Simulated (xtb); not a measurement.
Job for xtb: GFN2-xTB on TiSb, 2S+1 = 2, a spin state set in the input, which need not be the lowest, a point of a bond scan (R = 2.576 Å).

```
$ xtb mol.xyz --gfn 2 --sp --chrg 0 --uhf 1
2

Ti     0.00000000     0.00000000     0.00000000
Sb     0.00000000     0.00000000     2.57607800
```

Output:

```
[...]
           -------------------------------------------------
          |                Calculation Setup                |
           -------------------------------------------------



           -------------------------------------------------
          |                 G F N 2 - x T B                 |
           -------------------------------------------------

        Reference                      10.1021/acs.jctc.8b01176
      * Hamiltonian:
        H0-scaling (s, p, d)           1.850000    2.230000    2.230000
        zeta-weighting                 0.500000
      * Dispersion:
        s8                             2.700000
        a1                             0.520000
        a2                             5.000000
        s9                             5.000000
      * Repulsion:
        kExp                           1.500000    1.000000
        rExp                           1.000000
      * Coulomb:
        alpha                          2.000000
        third order                    shell-resolved
        anisotropic                    true
        a3                             3.000000
        a5                             4.000000
        cn-shift                       1.200000
        cn-exp                         4.000000
        max-rad                        5.000000


          ...................................................
          :                      SETUP                      :
          :.................................................:
          :  # basis functions                  20          :
          :  # atomic orbitals                  18          :
          :  # shells                            6          :
          :  # electrons                         9          :
          :  max. iterations                   250          :
          :  Hamiltonian                  GFN2-xTB          :
          :  restarted?                      false          :
          :  GBSA solvation                  false          :
          :  PC potential                    false          :
          :  electronic temp.          300.0000000     K    :
          :  accuracy                    1.0000000          :
          :  -> integral cutoff          0.2500000E+02      :
          :  -> integral neglect         0.1000000E-07      :
          :  -> SCF convergence          0.1000000E-05 Eh   :
          :  -> wf. convergence          0.1000000E-03 e    :
          :  Broyden damping             0.4000000          :
          :  net charge                          0          :
          :  unpaired electrons                  1          :
          ...................................................

 iter      E             dE          RMSdq      gap      omega  full diag
   1     -1.2399723 -0.123997E+01  0.626E+01    0.00       0.0  T
   2     -0.7919309  0.448041E+00  0.761E+01    0.62       1.0  T
   3     -3.1162012 -0.232427E+01  0.255E+01    0.34       1.0  T
   4     -2.1057029  0.101050E+01  0.301E+01    0.00       1.0  T
   5     -3.3709785 -0.126528E+01  0.292E+01    0.23       1.0  T
   6     -3.3237428  0.472356E-01  0.220E+01    0.49       1.0  T
   7     -3.4125635 -0.888207E-01  0.236E+01    0.40       1.0  T
   8     -3.4702421 -0.576786E-01  0.213E+01    0.33       1.0  T
   9     -3.4729057 -0.266352E-02  0.205E+01    0.33       1.0  T
  10     -3.6458665 -0.172961E+00  0.195E+01    0.00       1.0  T
  11     -3.6501983 -0.433183E-02  0.204E+01    0.00       1.0  T
  12     -3.6516664 -0.146806E-02  0.191E+01    0.00       1.0  T
  13     -3.6539919 -0.232547E-02  0.134E+01    0.00       1.0  T
  14     -3.6543257 -0.333831E-03  0.843E+00    0.00       1.0  T
  15     -3.6536127  0.713007E-03  0.528E+00    0.00       1.0  T
  16     -3.6514835  0.212916E-02  0.409E+00    0.00       1.0  T
  17     -3.6504458  0.103778E-02  0.379E+00    0.00       1.0  T
  18     -3.6512546 -0.808841E-03  0.316E+00    0.00       1.0  T
  19     -3.6526514 -0.139676E-02  0.251E+00    0.00       1.0  T
  20     -3.6535902 -0.938879E-03  0.197E+00    0.00       1.0  T
  21     -3.6544386 -0.848322E-03  0.118E+00    0.00       1.0  T
  22     -3.6548475 -0.408948E-03  0.395E-01    0.00       1.0  T
  23     -3.6548843 -0.368172E-04  0.107E-01    0.00       1.0  T
  24     -3.6548820  0.236095E-05  0.117E-01    0.00       1.0  T
  25     -3.6548850 -0.304378E-05  0.436E-02    0.00       1.6  T
  26     -3.6548856 -0.544703E-06  0.950E-03    0.00       7.4  T
  27     -3.6548856 -0.382878E-07  0.138E-03    0.00      51.1  T
  28     -3.6548856 -0.168428E-08  0.334E-04    0.00     211.4  T
  29     -3.6548856 -0.115299E-09  0.181E-05    0.00    3915.1  T

   *** convergence criteria satisfied after 29 iterations ***

         #    Occupation            Energy/Eh            Energy/eV
      -------------------------------------------------------------
         1        2.0000           -0.6215944             -16.9144
         2        2.0000           -0.4602594             -12.5243
         3        2.0000           -0.3014533              -8.2030
         4        2.0000           -0.3014533              -8.2030
         5        0.4998           -0.2805034              -7.6329 (HOMO)
         6        0.4998           -0.2805034              -7.6329 (LUMO)
         7        0.0004           -0.2729744              -7.4280
         8                         -0.2635810              -7.1724
         9                         -0.2635810              -7.1724
        10                         -0.2078341              -5.6555
       ...                                ...                  ...
        18                          1.0600718              28.8460
      -------------------------------------------------------------
                  HL-Gap            0.0000000 Eh            0.0000 eV
             Fermi-level           -0.2857412 Eh           -7.7754 eV

 SCC (total)                   0 d,  0 h,  0 min,  0.003 sec
 SCC setup                      ...        0 min,  0.000 sec (  2.482%)
 Dispersion                     ...        0 min,  0.000 sec (  0.592%)
 classical contributions        ...        0 min,  0.000 sec (  0.376%)
 integral evaluation            ...        0 min,  0.000 sec ( 11.754%)
 iterations                     ...        0 min,  0.002 sec ( 71.351%)
 molecular gradient             ...        0 min,  0.000 sec ( 11.002%)
 printout                       ...        0 min,  0.000 sec (  2.168%)

         :::::::::::::::::::::::::::::::::::::::::::::::::::::
         ::                     SUMMARY                     ::
         :::::::::::::::::::::::::::::::::::::::::::::::::::::
         :: total energy              -3.642957631170 Eh    ::
         :: gradient norm              0.002181890051 Eh/a0 ::
         :: HOMO-LUMO gap              0.000000000000 eV    ::
         ::.................................................::
         :: SCC energy                -3.654885596383 Eh    ::
         :: -> isotropic ES           -0.052521888673 Eh    ::
         :: -> anisotropic ES          0.006695342575 Eh    ::
         :: -> anisotropic XC          0.000692107725 Eh    ::
         :: -> dispersion             -0.001070968688 Eh    ::
         :: repulsion energy           0.011927965213 Eh    ::
         :: add. restraining           0.000000000000 Eh    ::
         :: total charge              -0.000000000110 e     ::
         :::::::::::::::::::::::::::::::::::::::::::::::::::::

           -------------------------------------------------
          |                Property Printout                |
           -------------------------------------------------

    * Orbital Energies and Occupations

         #    Occupation            Energy/Eh            Energy/eV
      -------------------------------------------------------------
Note: The following floating-point exceptions are signalling: IEEE_UNDERFLOW_FLAG IEEE_DENORMAL
normal termination of xtb
         1        2.0000           -0.6215944             -16.9144
         2        2.0000           -0.4602594             -12.5243
         3        2.0000           -0.3014533              -8.2030
         4        2.0000           -0.3014533              -8.2030
         5        0.4998           -0.2805034              -7.6329 (HOMO)
         6        0.4998           -0.2805034              -7.6329 (LUMO)
         7        0.0004           -0.2729744              -7.4280
         8                         -0.2635810              -7.1724
         9                         -0.2635810              -7.1724
        10                         -0.2078341              -5.6555
        11                         -0.0671868              -1.8282
        12                         -0.0671868              -1.8282
        13                          0.0443140               1.2058
        14                          0.0443140               1.2058
        15                          0.1345518               3.6613
        16                          0.1345518               3.6613
       ...                                ...                  ...
        18                          1.0600718              28.8460
      -------------------------------------------------------------
                  HL-Gap            0.0000000 Eh            0.0000 eV
             Fermi-level           -0.2857412 Eh           -7.7754 eV

     #   Z          covCN         q      C6AA      α(0)
     1  22 Ti       0.899     0.427   323.212    47.732
     2  51 Sb       0.899    -0.427   493.556    44.290

 Mol. C6AA /au·bohr⁶  :       1595.519274
 Mol. C8AA /au·bohr⁸  :     179162.652459
 Mol. α(0) /au        :         92.022025


Wiberg/Mayer (AO) data.
largest (>0.10) Wiberg bond orders for each atom

 ---------------------------------------------------------------------------
     #   Z sym  total        # sym  WBO       # sym  WBO       # sym  WBO
 ---------------------------------------------------------------------------
     1  22 Ti   1.993 --     2 Sb   1.993
     2  51 Sb   1.993 --     1 Ti   1.993
 ---------------------------------------------------------------------------

Topologies differ in total number of bonds
Writing topology from bond orders to xtbtopo.mol

molecular dipole:
                 x           y           z       tot (Debye)
 q only:        0.000       0.000      -2.077
   full:       -0.000       0.000      -4.286      10.895
molecular quadrupole (traceless):
                xx          xy          yy          xz          yz          zz
 q only:        5.056       0.000       5.056       0.000       0.000     -10.112
  q+dip:        7.802       0.000       7.802      -0.000       0.000     -15.603
   full:        8.337      -0.000       8.337      -0.000       0.000     -16.673


           -------------------------------------------------
          | TOTAL ENERGY               -3.642957631170 Eh   |
          | GRADIENT NORM               0.002181890051 Eh/α |
          | HOMO-LUMO GAP               0.000000000000 eV   |
           -------------------------------------------------

------------------------------------------------------------------------
------------------------------------------------------------------------
 total:
 SCF:
```

The run finished.

Cost: about 0.020 core-seconds (a rough figure).
